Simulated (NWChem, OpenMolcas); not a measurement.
# Worked example: vertical ionisation energy of InPH4O (SMILES O[PH][InH2])

The species is InPH4O (7 atoms), meant as a singlet with charge 0. SMILES: `O[PH][InH2]`. The coordinates come from a PBE0-D4/def2-TZVP relaxation. This is one conformer, not always the lowest.

Both states at this one shape; open shells run unrestricted unless said. 1 Eh = 27.2114 eV.

```tsv
level	program	singlet InPH4O (Eh)	doublet InPH4O+ (Eh)	HOMO of the first (eV)
SVWN5/def2-SVPD (core potential)	NWChem	-606.802163	-606.484670	-5.69
BLYP/def2-SVPD (core potential)	OpenMolcas	-608.867007	-608.561084	-5.43
M06-2X/def2-SVPD (core potential)	OpenMolcas	-608.808656	-608.492375	-7.49
```

Q: Work out the vertical ionisation energy at each level.

A: 
1. SVWN5/def2-SVPD (core potential): -606.484670 − (-606.802163) = 0.317493 Eh = 8.64 eV; −ε(HOMO) = 5.69 eV.
2. BLYP/def2-SVPD (core potential): -608.561084 − (-608.867007) = 0.305923 Eh = 8.32 eV; −ε(HOMO) = 5.43 eV.
3. M06-2X/def2-SVPD (core potential): -608.492375 − (-608.808656) = 0.316281 Eh = 8.61 eV; −ε(HOMO) = 7.49 eV.

No measured value is set beside it here; the levels span 8.32 to 8.64 eV. In semi-local functionals −ε(HOMO) lies far under the ionisation energy, a result of self-interaction. Spin-orbit coupling, which splits open shells on such heavy atoms by tenths of an eV, is left out.
